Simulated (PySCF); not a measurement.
2-silylpropan-2-ol (C3H10OSi), SMILES CC(C)(O)[SiH3]. Atoms are numbered in the order given.

```xyz
15

C     -0.9716    -0.6123     1.2629
C     -0.3872     0.0290     0.0000
C     -0.9716    -0.6123    -1.2629
O     -0.6384     1.4398     0.0000
Si     1.5281    -0.0693     0.0000
H     -2.0727    -0.5066     1.2663
H     -0.7434    -1.6885     1.3208
H     -0.5834    -0.1220     2.1686
H     -0.7434    -1.6885    -1.3208
H     -2.0727    -0.5066    -1.2663
H     -0.5834    -0.1220    -2.1686
H     -1.5983     1.5723     0.0000
H      2.0696     0.5942     1.2193
H      1.9540    -1.5022     0.0000
H      2.0696     0.5942    -1.2193
```
Charge 0, spin multiplicity 1.

Coordinates come from a B3LYP-D3(BJ)/def2-SVP optimisation. One conformer was computed; it need not be the lowest.

Vertical ionisation energy (IE) and electron affinity (EA) in eV. Rows of orbital energies are one-electron estimates. Where ΔSCF, EOM or ADC give a negative EA the extra electron is unbound and the value depends on the basis.

| level | IE | EA |
|---|---|---|
| −ε(HOMO), −ε(LUMO), ωB97X/def2-TZVP (PySCF) | 10.42 | -2.51 |
| −ε(HOMO), −ε(LUMO), PBE/def2-TZVP (PySCF) | 6.36 | 0.23 |
